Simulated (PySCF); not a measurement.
F₆P, charge -1. Atoms are numbered in the order given.

```xyz
7

F      0.0000    -1.6500     0.0000
P      0.0000     0.0000     0.0000
F      1.6500     0.0000     0.0000
F     -1.6500     0.0000     0.0000
F      0.0000     0.0000     1.6500
F      0.0000     1.6500     0.0000
F      0.0000     0.0000    -1.6500
```
Charge -1, spin multiplicity 1.

Geometry: TPSSh-D3(BJ)/def2-SVPD.

All values below come from B3LYP/pcSseg-1 (PySCF).

GIAO shieldings, no solvent; atoms alike by connectivity are averaged. δ = σ(ref) − σ: ¹⁹F against CFCl3 (σ = 161.7 ppm); ³¹P against PH3 (σ = 567.1 ppm), references at their B3LYP-D3(BJ)/def2-TZVP geometries, non-relativistic.

| nucleus | atoms | count | δ (ppm) |
|---|---|---|---|
| ¹⁹F | F1, F3, F4, F5, F6, F7 | 6 | -79.6 |
| ³¹P | P2 | 1 | 151.5 |
